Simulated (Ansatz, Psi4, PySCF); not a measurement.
Pb, triplet (core potentials on Pb). Base run: WB97X-V/def2-SVPD run with PySCF.

Here is a job for PySCF.
```python
from pyscf import gto, scf, dft

mol = gto.Mole()
mol.atom = '''
    Pb    0.000000    0.000000    0.000000
'''
mol.basis = 'def2-svpd'
mol.ecp = {'Pb': 'def2-svpd'}
mol.charge = 0
mol.spin = 2
mol.verbose = 4
mol.build()

mf = dft.UKS(mol)
mf.xc = 'wb97x_v'
mf.kernel()
```

The same geometry, method and basis name were run in Ansatz (a quantum-chemistry and plane-wave program) and Psi4 and PySCF, at each program's defaults and at the settings that a row names. The base is PySCF at its defaults. Differences at the defaults can come from grids, fitting, cores and function types together.

```tsv
code and settings	ΔE vs base (mEh)	basis functions	E (Eh)	SCF cycles
PySCF, defaults (exact integrals, its default grid, spherical functions)	0.000	32	-192.79694	8
Psi4, defaults (density fitting with its default set, its default grid, spherical functions)	0.037	32	-192.79691	8
Ansatz, defaults (factorised integrals, its default grid, spherical functions)	0.000	32	-192.79694	-
PySCF, density fitting with def2-universal-jkfit	-0.002	32	-192.79695	8
PySCF, fine grid	0.000	32	-192.79694	8
Psi4, exact integrals, spherical functions, fine grid	-0.002	32	-192.79695	10
Ansatz, high accuracy	0.000	32	-192.79694	-
```

Open shells are given as the SCF converged; they aren't shown to be the lowest states, and a large step between rows can be another state.
